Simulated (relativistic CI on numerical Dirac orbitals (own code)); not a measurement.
**Hyperfine structure of Yb XVIII, mass number 171**

Computed by Dirac-Coulomb-Breit CI, orbitals from a KLI potential per configuration, QED by a radiative potential, unscaled Slater integrals (own radial code, finite nucleus).

Configuration list (outside the closed core [Ar] 3d10 4p6 4d10): 4s2.4f7, 4s2.4f6.5s, 4s2.4f5.5s2, 4s2.4f6.6s, 4f9. Levels of other configurations are missing.

Nuclear spin I = 1/2, μ = 0.4923 μN (tables of Stone and Pyykkö). The electronic factors are computed for point nuclear moments, without core polarisation or the Bohr-Weisskopf and QED corrections.

```tsv
Level	E (cm⁻¹)	A (MHz)
4s2.4f7 6P°_7/2	59334.8	511.7
4s2.4f7 6P°_5/2	61677.6	603.5
4s2.4f7 6P°_3/2	63734.1	-782.3
4s2.4f7 6I°_7/2	65931.5	2218
4s2.4f7 6I°_17/2	67265.3	1392
4s2.4f7 6I°_9/2	67348.3	1754
4s2.4f7 6I°_11/2	68413.9	1526
4s2.4f7 6I°_15/2	68738.4	1374
```

Levels with J = 0, under 50 % of one LS term, or S terms without an open s electron are left out. Small factors come from cancelling terms and can be off by tens of per cent or more.

At this charge energies of transitions that change n are usually good to better than 1 %, and those within a shell (Δn = 0) to a few per cent. Terms inside the open d or f shell come out 10 to 20 % too wide with unscaled integrals.

(1) Give the hyperfine levels of 4s2.4f7 6P°_3/2 relative to its centre of gravity.

## Answers

(1) With K = F(F + 1) − I(I + 1) − J(J + 1), E = AK/2: F = 1: 977.8, F = 2: -586.7 MHz.

LS names give the leading component of a level, which can be under half, so a name can repeat, a term be missing and a line seem to break the LS rules.
